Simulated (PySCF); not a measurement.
Structure with atom numbers: `[O:1]=[C:2]([Cl:3])[C:4]([F:5])([F:6])[C:7]([F:8])([F:9])[F:10]`.

Non-relativistic Hamiltonian, isolated molecule, fast rotation and ring inversion assumed for equivalent nuclei, one computed conformer. Shieldings: GIAO PBE0/pcSseg-1; GFN2-xTB structure; PySCF.

References, each an isolated molecule treated in the same way: ¹³C (186.93 ppm) vs TMS; ¹⁷O (336.08 ppm) vs H2O; ³⁵Cl (949.78 ppm) vs HCl; ¹⁹F (170.95 ppm) vs CFCl3.

```
    atoms  nucleus  count  Hirshfeld charge  δ (ppm)
    F5/F6      ¹⁹F      2             -0.08   -135.4
       C7      ¹³C      1              0.24    127.1
      Cl3     ³⁵Cl      1              0.00      468
       C2      ¹³C      1              0.15        ?
F8/F9/F10      ¹⁹F      3             -0.08        ?
       C4      ¹³C      1              0.15    115.0
       O1      ¹⁷O      1             -0.17    631.5
```

Q: Complete the table.

A: 
- C2: 175.4 ppm, carbonyl carbon
- F8/F9/F10: -93.0 ppm, fluorine of a CF3 group

Carbons that carry Cl, above all several Cl atoms, come out too deshielded, partly because spin–orbit coupling is missing. Shifts are as computed. Against solution values, carbons near 30 ppm lie about +3 ppm off and those near 130 ppm about +5 ppm; carbons on Cl a further +6 ppm. Of 1211 compounds with measured shifts, 218 miss one by over three times the rms of a fit or turn the order of signals round; such compounds aren't used in these exercises. Unscaled 19F shifts against computed CFCl3 carry errors that often reach 10 to 50 ppm. Unscaled 17O shifts of doubly bonded oxygen tend to come out too high, by tens of ppm or more. Experimental scales use liquid or dissolved standards, which lie at an offset from isolated H2O (liquid H2O: subtract about 36 ppm).
